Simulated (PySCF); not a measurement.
Species: C4H13N2Si (doublet state).
Z-matrix (Å and degrees, GFN2-xTB geometry), rows numbered from 1:
```
C 
C   1  1.4615
C   2  1.5746  1  113.46
C   3  1.5283  2  109.32  1   171.85
N   3  1.4262  2  112.23  1   -65.15
Si  5  1.7130  3  124.67  2    97.64
N   6  1.7260  5  103.41  3  -175.82
H   1  1.0724  2  121.00  3    92.53
H   1  1.0733  2  119.87  3   -74.99
H   2  1.0937  1  110.33  3   118.50
H   2  1.0926  1  110.97  3  -120.69
H   3  1.0939  2  107.84  1    52.81
H   4  1.0886  3  110.29  2    58.32
H   4  1.0875  3  109.49  2   177.69
H   4  1.0871  3  110.87  2   -62.21
H   5  1.0078  3  113.13  2   -65.85
H   6  1.4750  5  111.89  3   -50.90
H   6  1.4660  5  110.08  3    71.19
H   7  1.0059  6  116.56  5  -168.83
H   7  1.0075  6  118.26  5    58.19
```

The hyperfine couplings belong to this conformer and change with its torsions.

As a line formula: `[CH2]C[C@@H](C)N[SiH2]N` [radical].

Computed with UKS B3LYP, pcH-1 on C H N Si, non-relativistic, mean-field spin-orbit, GIAO (PySCF 2.14.0). Isolated species at its GFN2-xTB geometry (one conformer only). The geometry wasn't refined by DFT: couplings that depend on bond lengths, twists or pyramidal angles can differ widely from those at the functional's own minimum. No stability test was run, so a lower SCF solution isn't excluded.

Task: Give the isotropic g value and a_iso(13C) at C3.

Result: g_iso = 2.00261 and a = +85.23 MHz, or +3.041 mT (Mulliken spin population +0.06). 13C makes up about 1.07 % of the natural element, so this concerns labelled samples or satellites.

Task: Take this nucleus alone (I = 1/2, g_N = 1.4048) with S = 1/2. Where do its 2 lines fall at 9.533 GHz to first order, to second order and exactly?

Result: First order: B = B0 − a·mI with B0 = 340.111 mT. Second order subtracts a²[I(I+1) − mI²]/(2B0). The exact fields come from the Breit–Rabi levels of H = g μB B Sz − g_N μN B Iz + a S·I.

```tsv
mI	first order (mT)	second order (mT)	exact (mT)	exact − first order
−1/2	341.632	341.625	341.625	-0.007
+1/2	338.591	338.584	338.584	-0.007
```

Task: What g and a would be read from the two outer exact lines by first-order rules?

Result: Their midpoint, 340.105 mT, gives an apparent g of 2.00265 (true 2.00261), and their distance over 2I an apparent |a| of 3.041 mT (true 3.041).

Task: What levels remain at zero field?

Result: F = I ± 1/2 = 1 and 0, at a·I/2 = +21.3 MHz and −a(I+1)/2 = -63.9 MHz, that is |a|(I + 1/2) = 85.2 MHz apart; F = 0 lies lower.

Other couplings of abundant isotopes, left aside here: 1 × 1H 63 MHz, 2 × 1H 60 MHz, 1 × 1H 19 MHz, 1 × 1H 13 MHz, 1 × 1H 5 MHz, 1 × 1H 4 MHz.

Means are taken over nuclei equivalent by connectivity, which assumes that they swap fast.

On one thread of an Arm Neoverse V1, shared host with 32 logical CPUs at a one-minute load of 8.8, this took 1.7 min (grids of density and orbitals included) and 1.1 GiB of memory at its peak.
